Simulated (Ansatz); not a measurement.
Two isomers of CH7FO2Si2: A = `C[SiH](F)O[SiH2]O`, B = `C[Si@H](O)[Si@H](O)F`.

Program: Ansatz. Geometries: PBE0-D4/def2-TZVP. ΔE: electronic, gas phase. CCSD(T)/CBS adds triple-zeta CCSD(T) − MP2 to the extrapolated MP2 energy (def2 sets, frozen cores). Functionals use def2-TZVPP. B3LYP here is the variant with VWN-RPA as its local correlation; programs differ in this. Each species was taken in one conformer, which may not be the lowest.

Q: Which is lower in electronic energy at CCSD(T)/CBS, and by how much? (Best estimate.)

A: The calculation gave: A, by 156.5 kJ/mol.

Q: Give E(B) − E(A) in kJ/mol with HF/def2-TZVPP, ωB97M-V, CCSD(T)/def2-TZVPP, B3LYP, B2PLYP, PBE-D4, PBE0-D4. (Estimate.)

A: Computed: HF/def2-TZVPP 183.1, ωB97M-V 157.6, CCSD(T)/def2-TZVPP 157.8, B3LYP 152.4, B2PLYP 158.5, PBE-D4 125.9, PBE0-D4 137.7. None reverses the order clearly.

Largest T1 diagnostic: 0.012.

From PBE to PBE0 (25 % exact exchange), in def2-TZVPP and without D4, E(B) − E(A) moves by +11.9 kJ/mol. In def2-TZVPP, CCSD(T) changes the Hartree–Fock value by −25.2 kJ/mol (the triples alone add −3.6 kJ/mol) and MP2 by −19.3 kJ/mol.
